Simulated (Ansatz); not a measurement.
Cost and result for the atomization energy of C₂H₇OSb, SMILES `C[O][SbH][CH3]` (11 atoms, 10 bonds).

Z-matrix (Å, degrees):
```
C
O 1 1.404
H 1 1.099 2 112.4
H 1 1.094 2 108.0 3 -118.7
H 1 1.099 2 112.8 3 122.3
Sb 2 1.976 1 117.7 3 -70.7
C 6 2.151 2 95.7 1 101.8
H 6 1.713 2 91.6 1 -165.1
H 7 1.092 6 109.8 2 156.5
H 7 1.090 6 109.8 2 -83.6
H 7 1.090 6 108.6 2 36.6
```

Charge 0, multiplicity 1. Correlated methods include outer-core shells of Sb, which these sets cover unevenly. Sb takes the def2 core potential. The geometry is a stationary point of PBE0-D4/def2-TZVP. It is one conformer, not always the lowest. Program: Ansatz. All runs use 4 threads of an Arm Neoverse V2 on a shared host. Times are those of one run each, without the atoms' runs, and a repeat can differ threefold. Electronic energies, without spin–orbit coupling; frozen cores. CCSD(T)/CBS adds CCSD(T) − MP2 in def2-TZVPP to the MP2 limit, and its time is that of the two runs behind it. T1 = 0.013. With those shells the extrapolation isn't a true limit. B3LYP takes the VWN-RPA correlation (the form of Gaussian; ORCA's B3LYP/G). HSE06 is the plane-wave form, built on full-range PBE exchange.

CCSD(T)/CBS is a level of theory with its own doubt, some kJ/mol a heavy atom from the limit and from the frozen cores, so smaller differences don't rank the functionals.

```csv
level,functions,wall time
BLYP-D4/def2-TZVPP,241,1.8 s
BHLYP-D4/def2-TZVPP,241,2.5 s
HSE06-D4/def2-TZVPP,241,2.7 s
CAM-B3LYP-D4/def2-TZVPP,241,2.8 s
B3LYP-D4/def2-TZVPP (with forces),241,3.9 s
r2SCANh-D4/def2-TZVPP,241,4.2 s
PBE-QIDH/def2-TZVPP,241,4.9 s
CCSD(T)/def2-SVP,103,6.5 s
ωB97X-V/def2-TZVPP,241,7 s
ωB97M-V/def2-TZVPP (with forces),241,10 s
MP2/def2-QZVPP,463,18 s
CCSD(T)/def2-TZVPP,241,3.2 min
CCSD(T)/CBS(def2),–,3.5 min
```

**Question.** What atomization energy does each give, and how far from CCSD(T)/CBS? (Best estimate.)

**Answer.** The calculation gave: 
```
                            level  atomization (kcal/mol)  difference from CCSD(T)/CBS  per bond
               BLYP-D4/def2-TZVPP                   900.6                          1.9       0.2
              BHLYP-D4/def2-TZVPP                   870.1                        -28.6      -2.9
              HSE06-D4/def2-TZVPP                   893.1                         -5.6      -0.6
          CAM-B3LYP-D4/def2-TZVPP                   901.0                          2.3       0.2
B3LYP-D4/def2-TZVPP (with forces)                   899.2                          0.5       0.0
            r2SCANh-D4/def2-TZVPP                   888.3                        -10.4      -1.0
              PBE-QIDH/def2-TZVPP                   882.7                        -16.0      -1.6
                 CCSD(T)/def2-SVP                   835.3                        -63.4      -6.3
               ωB97X-V/def2-TZVPP                   900.4                          1.7       0.2
 ωB97M-V/def2-TZVPP (with forces)                   895.6                         -3.1      -0.3
                   MP2/def2-QZVPP                   891.8                         -6.9      -0.7
               CCSD(T)/def2-TZVPP                   872.8                        -25.9      -2.6
                CCSD(T)/CBS(def2)                   898.7                          0.0       0.0
```

In def2-TZVPP, CCSD(T) changes the Hartree–Fock value by +242.7 kcal/mol (the triples alone add +13.5 kcal/mol) and MP2 by +246.0 kcal/mol; breaking electron pairs costs correlation energy, which Hartree–Fock lacks. From BLYP to BHLYP (50 % exact exchange), in def2-TZVPP and without D4, the atomization energy moves by −25.9 kcal/mol: exact exchange takes away binding that semilocal exchange gives to molecules. At CCSD(T), def2-SVP lies −63.4 kcal/mol from the extrapolated value and def2-TZVPP −25.9 kcal/mol: correlation converges slowly with the basis, and small sets miss more of it in the bonded molecule than in its fragments.
